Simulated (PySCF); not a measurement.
A structure optimised at B3LYP-D3(BJ)/def2-SVP, used in a PySCF frequency run:

```xyz
9

B      0.0853    -0.9500     0.0000
Br    -0.0437     1.0111     0.0000
C     -1.2378    -1.7950     0.0000
H     -1.8520    -1.5467     0.8817
H     -1.0566    -2.8823     0.0000
H     -1.8520    -1.5467    -0.8817
N      1.3651    -1.4949     0.0000
H      1.5261    -2.4957     0.0000
H      2.2084    -0.9336     0.0000
```

Q: Write its SMILES, formula and point group.

A: CB(N)Br, CH5BBrN, Cs

Q: What are its rotational constants (standard atomic weights)?

A: 8.2173, 2.7975, 2.1144 GHz
